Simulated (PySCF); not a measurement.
Isomers of C7H11N3.

All values: PBE0/pcSseg-1 (PySCF) at PBE0-D3(BJ)/def2-SVP geometries, gas phase, one conformer each.

**Question.** Rank by the highest IAO charge on any atom, lowest value first.
A. `[CH2:1]=[CH:2][c:3]1[n:4][n:5][nH:6][c:7]1[CH:8]([CH3:9])[CH3:10]` with C1–C2–C3–N4 0°, N6–C7–C8–C9 68°
B. `CC(C)(C)c1ccnnn1`
C. `CC(C)(C)c1nccnn1`

**Answer.** B (+0.169 e), C (+0.236 e), A (+0.299 e).

**Question.** Rank by dipole moment, lowest first.
A. `[CH2:1]=[CH:2][c:3]1[n:4][n:5][nH:6][c:7]1[CH:8]([CH3:9])[CH3:10]` with C1–C2–C3–N4 0°, N6–C7–C8–C9 68°
B. `Cc1cnncc1N(C)C`
C. `[CH2:1]=[CH:2][c:3]1[cH:4][n:5][n:6]([CH2:7][CH2:8][CH3:9])[n:10]1` with C1–C2–C3–C4 179°, N5–N6–C7–C8 -76°, N6–C7–C8–C9 -63°
D. `CC(C)(C)c1nccnn1`

**Answer.** C (0.77 D), D (2.18 D), A (4.99 D), B (5.92 D).

**Question.** Rank by HOMO–LUMO gap, highest first.
A. `CC(C)(C)c1nccnn1`
B. `[CH2:1]=[CH:2][c:3]1[cH:4][n:5][n:6]([CH2:7][CH2:8][CH3:9])[n:10]1` with C1–C2–C3–C4 179°, N5–N6–C7–C8 -76°, N6–C7–C8–C9 -63°
C. `Cc1cnncc1N(C)C`
D. `[CH2:1]=[CH:2][c:3]1[n:4][n:5][nH:6][c:7]1[CH:8]([CH3:9])[CH3:10]` with C1–C2–C3–N4 0°, N6–C7–C8–C9 68°

**Answer.** D (6.10 eV), B (5.91 eV), C (5.36 eV), A (4.78 eV).

All values together:

```
            SMILES  μ (D)  HOMO (eV)  LUMO (eV)  lowest IAO charge (e)  highest IAO charge (e)  lowest Hirshfeld charge (e)  highest Hirshfeld charge (e)
C=Cc1nn[nH]c1C(C)C   4.99      -6.54      -0.45             -0.407 (C)              +0.299 (H)                   -0.131 (N)                    +0.159 (H)
  CC(C)(C)c1ccnnn1   5.11      -7.18      -1.78             -0.412 (C)              +0.169 (H)                 -0.117 (C/N)                    +0.083 (C)
   C=Cc1cnn(CCC)n1   0.77      -6.71      -0.79             -0.413 (C)              +0.167 (H)                   -0.132 (N)                    +0.104 (N)
  CC(C)(C)c1nccnn1   2.18      -6.79      -2.00             -0.406 (C)              +0.236 (C)                   -0.127 (N)                    +0.134 (C)
    Cc1cnncc1N(C)C   5.92      -6.31      -0.95             -0.419 (C)              +0.155 (H)                   -0.130 (N)                  +0.052 (C/H)
```

Conformers: `[CH2:1]=[CH:2][c:3]1[n:4][n:5][nH:6][c:7]1[CH:8]([CH3:9])[CH3:10]` with C1–C2–C3–N4 0°, N6–C7–C8–C9 68°; `[CH2:1]=[CH:2][c:3]1[cH:4][n:5][n:6]([CH2:7][CH2:8][CH3:9])[n:10]1` with C1–C2–C3–C4 179°, N5–N6–C7–C8 -76°, N6–C7–C8–C9 -63°.
